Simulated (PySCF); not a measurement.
```xyz
6
charge -1 multiplicity 1, angstrom
Ge    0.0000    0.0000    0.0000
Cl    0.0000   -0.0045    2.2431
Cl    2.3262    0.0000    0.0000
Cl    0.0000    1.9449   -1.1177
Cl   -2.3262    0.0000    0.0000
Cl    0.0000   -1.9404   -1.1255
```

All numbers come from PySCF, B3LYP, basis Ge def2-SVPD, Cl def2-SVPD (no relativity, density fitting).

This geometry of [GeCl5]- is a stationary point at this level.

Q: What is the point group?

A: D3h.

Q: Is it a minimum?

A: Yes: all harmonic wavenumbers are real.

Q: List the harmonic modes with their infrared intensities.

A: 
```json
{"symmetry": "e'", "ω (cm⁻¹)": "61", "IR (km/mol, summed over degenerate members)": "0.2", "type": "bend"}
{"symmetry": "e'", "ω (cm⁻¹)": "186", "IR (km/mol, summed over degenerate members)": "18.2", "type": "bend"}
{"symmetry": "e''", "ω (cm⁻¹)": "186", "IR (km/mol, summed over degenerate members)": "0.0", "type": "bend"}
{"symmetry": "a2''", "ω (cm⁻¹)": "198", "IR (km/mol, summed over degenerate members)": "28.7", "type": "bend"}
{"symmetry": "a1'", "ω (cm⁻¹)": "228", "IR (km/mol, summed over degenerate members)": "0.0", "type": "stretch"}
{"symmetry": "a2''", "ω (cm⁻¹)": "310", "IR (km/mol, summed over degenerate members)": "160", "type": "stretch"}
{"symmetry": "a1'", "ω (cm⁻¹)": "318", "IR (km/mol, summed over degenerate members)": "0.0", "type": "stretch"}
{"symmetry": "e'", "ω (cm⁻¹)": "364", "IR (km/mol, summed over degenerate members)": "215", "type": "stretch"}
```

Q: What are the dipole moment and the gap between the highest occupied and lowest empty levels?

A: 0.00 D about the centre of mass and 4.54 eV.

In D3h the vibrations span 3e' + e'' + 2a2'' + 2a1'. The a1', e'' modes carry no infrared intensity, as symmetry demands.

Other isomers or separated fragments may lie lower. The lowest empty level of this anion is unbound, so it and the gap depend on the basis.
